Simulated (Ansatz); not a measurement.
Ru2H4⁺ (the lowest doublet isomer of a short search), 6 atoms. Hardware: 4 threads of Arm Neoverse V2 on a shared host.

In the def2 sets Ru takes a core potential; there is no spin–orbit coupling. Correlated methods freeze no core orbitals; core or outer-core shells of Ru are correlated, in sets that lack core-valence functions.

Task: How many basis functions does each of these Ansatz runs have, and roughly what does it cost? PBE-D4/def2-TZVP, charge 1 doublet, frequencies; PBE0-D4/def2-TZVP, charge 1 quartet, energy, from earlier orbitals; BHLYP-D4/def2-TZVP, charge 1 quartet, energy, from earlier orbitals; LC-ωPBE (ω = 0.30 bohr⁻¹)/def2-TZVP, charge 0 singlet at the geometry of the charge 1 doublet, energy, from earlier orbitals; PBE0-D4/def2-TZVP, charge 0 triplet at the geometry of the charge 1 doublet, energy; PBE-D4/def2-TZVP, charge 1 quartet, relaxation, 4 steps; B2PLYP/def2-TZVP, charge 1 quartet, energy, from earlier orbitals; LC-ωPBE (ω = 0.15 bohr⁻¹)/def2-TZVP, charge 1 doublet, energy, from earlier orbitals; PBE-D4/def2-TZVP, charge 1 quartet, energy, from earlier orbitals; B2PLYP/def2-TZVP, charge 1 doublet, energy, from earlier orbitals; r2SCAN-D4/def2-TZVP, charge 1 doublet, energy, from earlier orbitals; r2SCAN-D4/def2-TZVP, charge 0 singlet at the geometry of the charge 1 doublet, energy, from earlier orbitals.

Result: Other jobs shared the machine, so times can vary by a factor of up to 3. A dash marks memory too small to be measured apart from the calling script's.

```
                                                                                                                         run  functions  fitting or Cholesky vectors  wall time  peak host memory (GiB)
                                                           PBE-D4/def2-TZVP, charge 1 quartet, energy, from earlier orbitals        104                          884      1.4 s                       –
                r2SCAN-D4/def2-TZVP, charge 0 singlet at the geometry of the charge 1 doublet, energy, from earlier orbitals        104                          884      1.6 s                       –
                                         PBE0-D4/def2-TZVP, charge 0 triplet at the geometry of the charge 1 doublet, energy        104                          932      1.8 s                       –
LC-ωPBE (ω = 0.30 bohr⁻¹)/def2-TZVP, charge 0 singlet at the geometry of the charge 1 doublet, energy, from earlier orbitals        104                          884        2 s                       –
                                                           B2PLYP/def2-TZVP, charge 1 quartet, energy, from earlier orbitals        104                          938      3.6 s                       –
                                        LC-ωPBE (ω = 0.15 bohr⁻¹)/def2-TZVP, charge 1 doublet, energy, from earlier orbitals        104                          884      3.8 s                       –
                                                         BHLYP-D4/def2-TZVP, charge 1 quartet, energy, from earlier orbitals        104                         1066      4.4 s                       –
                                                        r2SCAN-D4/def2-TZVP, charge 1 doublet, energy, from earlier orbitals        104                          884      4.5 s                       –
                                                           B2PLYP/def2-TZVP, charge 1 doublet, energy, from earlier orbitals        104                          938        6 s                       –
                                                                     PBE-D4/def2-TZVP, charge 1 quartet, relaxation, 4 steps        104                          884      6.5 s                       –
                                                          PBE0-D4/def2-TZVP, charge 1 quartet, energy, from earlier orbitals        104                          932      8.5 s                       –
                                                                             PBE-D4/def2-TZVP, charge 1 doublet, frequencies        104                          884       32 s                       –
```
